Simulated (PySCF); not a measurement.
C2H8OSi2, SMILES O1C[Si@@H]([SiH2]1)C.

Coordinates come from a TPSSh-D3(BJ)/def2-SVP optimisation. The structure was generated by enumeration; whether it is a known compound was not checked.

Two levels are set side by side: PBE/def2-TZVP (PySCF) and ωB97X/def2-TZVP (PySCF). Same geometry, gas phase. Differences are taken from unrounded values.

```
quantity                     ωB97X    PBE  PBE minus ωB97X
---------------------------  -----  -----  ---------------
orbital gap (eV)             11.42   5.16            -6.27
highest occupied level (eV)  -9.71  -6.32             3.39
lowest empty level (eV)       1.72  -1.16            -2.88
dipole moment (D)             2.21   2.03            -0.19
mean polarisability (bohr³)   79.3   83.5              4.2
```

Without exact exchange PBE keeps part of each electron's self-repulsion, which lifts occupied levels and narrows the gap. PBE's more diffuse valence density responds more strongly to a field. Differences between two approximate levels are no errors against the true value.

Rough cost on one machine, each run with all the roots and properties that it gave: ωB97X against PBE within a factor of 2.
